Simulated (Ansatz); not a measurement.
Geometry optimisation, Ansatz, RKS B3LYP-D4/def2-SVP.

Input:

```yaml
crystal:
  periodic: [false, false, false]
  atoms:
    - { symbol: Al, position_ang: [0.017569, 0.694613, -0.407128] }
    - { symbol: H, position_ang: [-0.026143, -0.164415, 2.218007] }
    - { symbol: "N", position_ang: [1.567656, -0.033575, -0.870247] }
    - { symbol: H, position_ang: [1.667172, -0.864398, -1.444366] }
    - { symbol: H, position_ang: [2.486442, 0.296743, -0.595898] }
    - { symbol: "N", position_ang: [-1.5345, 0.038385, -0.945934] }
    - { symbol: H, position_ang: [-1.66834, -0.785999, -1.521304] }
    - { symbol: H, position_ang: [-2.433519, 0.452742, -0.718626] }
    - { symbol: O, position_ang: [-0.077978, 2.165767, 0.54385] }
    - { symbol: H, position_ang: [0.702432, 2.636973, 0.84111] }
    - { symbol: H, position_ang: [-0.068591, 0.531165, 2.038235] }
basis:
  gaussian: { orbitals: def2-SVP }
hamiltonian:
  xc: b3lyp
  dispersion: d4
relax:
  f_tol: 0.03
  max_steps: 50
```

Command:

```bash
$ ansatz run input.yaml --threads 2 --pin off --max-ram 3072MiB --backend cpu --events-out ev --progress --plain --runs-dir out
```

Where does it end, and by what steps?

It converged. The force dipped under the threshold on the way, but the program's further checks kept it going. After 12 steps the energy has fallen by 0.102 eV; H2 moved furthest, 1.01 Å.

```json
{"step": "0", "energy less start (eV)": "0.0000", "largest force component (eV/Å)": "1.747", "accepted": "yes"}
{"step": "1", "energy less start (eV)": "-0.0715", "largest force component (eV/Å)": "0.499", "accepted": "yes"}
{"step": "2", "energy less start (eV)": "-0.0821", "largest force component (eV/Å)": "0.200", "accepted": "yes"}
{"step": "3", "energy less start (eV)": "-0.0857", "largest force component (eV/Å)": "0.119", "accepted": "yes"}
{"step": "4", "energy less start (eV)": "-0.0896", "largest force component (eV/Å)": "0.124", "accepted": "yes"}
{"step": "5", "energy less start (eV)": "-0.0891", "largest force component (eV/Å)": "0.547", "accepted": "no"}
{"step": "6", "energy less start (eV)": "-0.0943", "largest force component (eV/Å)": "0.068", "accepted": "yes"}
{"step": "7", "energy less start (eV)": "-0.0971", "largest force component (eV/Å)": "0.027", "accepted": "yes"}
{"step": "8", "energy less start (eV)": "-0.0984", "largest force component (eV/Å)": "0.202", "accepted": "yes"}
{"step": "9", "energy less start (eV)": "-0.1000", "largest force component (eV/Å)": "0.123", "accepted": "yes"}
{"step": "10", "energy less start (eV)": "-0.1016", "largest force component (eV/Å)": "0.029", "accepted": "yes"}
{"step": "11", "energy less start (eV)": "-0.1018", "largest force component (eV/Å)": "0.148", "accepted": "yes"}
{"step": "12", "energy less start (eV)": "-0.1024", "largest force component (eV/Å)": "0.022", "accepted": "yes"}
```

```xyz
11
Properties=species:S:1:pos:R:3
Al 0.010 0.654 -0.568
H 0.027 0.161 3.175
N 1.562 -0.030 -1.091
H 1.669 -0.795 -1.750
H 2.477 0.269 -0.769
N -1.531 0.045 -1.189
H -1.659 -0.731 -1.829
H -2.431 0.433 -0.929
O -0.085 1.939 0.563
H 0.654 2.409 0.957
H -0.060 0.614 2.567
```

Whether the end is a true minimum wasn't checked by a vibrational analysis.

Time of the run: 25 s on 2 threads of Arm Neoverse V1 (shared host), peak memory 0.17 GiB.
